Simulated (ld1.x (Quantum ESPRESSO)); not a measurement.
Transferability test, PAW potential for bismuth

bismuth, PAW, made with ld1.x (Quantum ESPRESSO) 7.5 (LDA (PZ), fully relativistic). Core [Xe] 4f14, reference 5d10 6s2 6p2.5 (charge +0.5). Waves: 6s (bound): rcut 2.30, rcutus 2.58 bohr; 6s channel at -0.85 Ry: rcut 2.30, rcutus 2.58 bohr; 6p (bound): rcut 2.16, rcutus 2.92 bohr; 6p channel at -0.2 Ry: rcut 2.16, rcutus 2.92 bohr; 5d (bound): rcut 1.88, rcutus 2.24 bohr; 5d channel at -1 Ry: rcut 1.88, rcutus 2.24 bohr. Local part: all-electron potential smoothed inside 1.74 bohr (lloc = -1). Core correction: Bessel-smoothed model core inside 1.60 bohr. Augmentation charge: BESSEL, radius 1.54 bohr.

Open shells are filled in proportion to 2j + 1 (rel_dist='average').

Energies are relative to the spin-unpolarised reference configuration 5d10 6s2 6p2.5; without spin polarisation the order of configurations can differ from experiment. Not all tests gave a result: test run stopped at test 6 of 7 (negative rho).

```tsv
valence configuration	charge	ΔE all-electron (eV)	error AE − PS (meV)
5d10 6s2 6p3	0	-3.281	+0.2
5d10 6s2 6p1	+2	20.769	+6.5
5d10 6s2 6p3.3	-0.3	-4.477	+0.4
```

What are ΔE and the potential's error for 5d10 6s1 6p0?

ΔE = 90.601 eV all-electron; the error (AE − PS) is +83 meV.

What are ΔE and the potential's error for 5d10 6s2 6p2?

ΔE = 5.024 eV all-electron; the error (AE − PS) is +0.6 meV.

Levels in the configuration 5d10 6s1 6p0:

| level | all-electron (eV) | pseudo (eV) |
| --- | --- | --- |
| 5d j=3/2 | -69.527 | -69.659 |
| 5d j=5/2 | -66.395 | -66.522 |
| 6s j=1/2 | -51.413 | -51.333 |

The ghost test of this file was not conclusive.
